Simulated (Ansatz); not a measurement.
Steps of a relaxation of CH4BBrOS (`COB(S)Br`) with RKS PBE0-D4/def2-TZVP.

```sh
$ ansatz run in.yaml --threads 2 --pin off --events-out ev --progress --plain --max-ram 22528MiB --backend cuda --devices 0, --max-vram 18GiB
```

```yaml
crystal:
  periodic: [false, false, false]
  atoms:
    - {symbol: C, position_ang: [-1.136890, -0.709370, -0.461780]}
    - {symbol: O, position_ang: [0.114000, -0.055160, -0.414920]}
    - {symbol: B, position_ang: [0.706840, 0.529180, 0.613030]}
    - {symbol: S, position_ang: [2.325990, 1.283190, 0.329540]}
    - {symbol: Br, position_ang: [-0.054990, 0.610420, 2.358960]}
    - {symbol: H, position_ang: [-0.975060, -1.718440, -0.843430]}
    - {symbol: H, position_ang: [-1.782480, -0.159400, -1.148500]}
    - {symbol: H, position_ang: [-1.604150, -0.756590, 0.524860]}
    - {symbol: H, position_ang: [2.406740, 0.976170, -0.957760]}
basis:
  gaussian: {orbitals: def2-TZVP}
hamiltonian: {xc: pbe0, dispersion: d4}
relax: {f_tol: 0.005, max_steps: 150}
```

Positions (Å) and forces (eV/Å) along the path, 6 of 6 steps:

```xyz
9
step=1 energy=-84695.9092 eV
C    -1.137   -0.709   -0.462   -0.008    0.037    0.098
O     0.114   -0.055   -0.415   -0.373   -0.362   -0.593
B     0.707    0.529    0.613    0.525    0.195   -0.253
S     2.326    1.283    0.330    0.106    0.265    0.766
Br   -0.055    0.610    2.359   -0.134    0.059    0.471
H    -0.975   -1.718   -0.843   -0.040    0.008    0.001
H    -1.782   -0.159   -1.149   -0.024   -0.042    0.007
H    -1.604   -0.757    0.525    0.019    0.000   -0.036
H     2.407    0.976   -0.958   -0.070   -0.161   -0.460
9
step=2 energy=-84695.9373 eV
C    -1.144   -0.713   -0.464   -0.022    0.012    0.089
O     0.112   -0.065   -0.443   -0.061   -0.094   -0.206
B     0.716    0.525    0.588    0.254    0.108   -0.130
S     2.336    1.298    0.359   -0.100    0.011    0.247
Br   -0.042    0.615    2.353   -0.111    0.000    0.223
H    -0.997   -1.727   -0.839   -0.008    0.002    0.002
H    -1.801   -0.170   -1.145   -0.003   -0.007    0.003
H    -1.595   -0.749    0.529    0.012    0.003   -0.018
H     2.414    0.985   -0.938    0.039   -0.036   -0.209
9
step=3 energy=-84695.9431 eV
C    -1.148   -0.714   -0.461   -0.038   -0.009    0.036
O     0.111   -0.071   -0.462    0.044    0.031   -0.007
B     0.717    0.524    0.570    0.068    0.002   -0.012
S     2.338    1.299    0.371   -0.101   -0.041   -0.002
Br   -0.056    0.605    2.349    0.015    0.006   -0.034
H    -1.011   -1.732   -0.829    0.004    0.003    0.003
H    -1.813   -0.175   -1.138    0.002    0.003    0.002
H    -1.584   -0.740    0.539    0.008    0.001   -0.015
H     2.446    1.004   -0.938    0.000    0.006    0.028
9
step=4 energy=-84695.9435 eV
C    -1.149   -0.714   -0.460   -0.023   -0.016    0.011
O     0.112   -0.073   -0.468    0.039    0.005    0.002
B     0.720    0.517    0.565    0.007    0.048   -0.006
S     2.333    1.304    0.374   -0.039   -0.043   -0.023
Br   -0.057    0.603    2.341    0.007   -0.008   -0.002
H    -1.016   -1.732   -0.827    0.000    0.001    0.001
H    -1.816   -0.175   -1.134    0.003    0.003    0.001
H    -1.581   -0.737    0.542    0.003    0.001   -0.007
H     2.452    1.006   -0.933    0.003    0.010    0.023
9
step=5 energy=-84695.9437 eV
C    -1.149   -0.715   -0.459    0.001    0.006   -0.029
O     0.113   -0.073   -0.468    0.011    0.005    0.007
B     0.719    0.521    0.564   -0.015   -0.008   -0.005
S     2.332    1.300    0.374    0.003    0.002   -0.001
Br   -0.057    0.606    2.340    0.001    0.001    0.002
H    -1.016   -1.732   -0.829   -0.002    0.000    0.002
H    -1.816   -0.173   -1.132    0.001   -0.006    0.006
H    -1.580   -0.740    0.542   -0.002    0.001    0.017
H     2.453    1.007   -0.933    0.000   -0.001    0.000
9
step=6 energy=-84695.9438 eV
C    -1.148   -0.715   -0.459    0.000   -0.001   -0.002
O     0.114   -0.074   -0.469   -0.001    0.001    0.003
B     0.718    0.521    0.564    0.001    0.000   -0.001
S     2.332    1.300    0.375   -0.001    0.000    0.000
Br   -0.059    0.608    2.340    0.000    0.000    0.000
H    -1.016   -1.731   -0.832    0.000   -0.001    0.000
H    -1.817   -0.172   -1.129   -0.001    0.001    0.001
H    -1.577   -0.742    0.543    0.000    0.000    0.000
H     2.453    1.005   -0.932    0.001    0.000    0.000
```

Hardware: 2 threads of an AMD EPYC 7R13 on a shared host and a share of an NVIDIA H100 80 GB. Wall time 15 s, peak host memory 0.93 GiB.
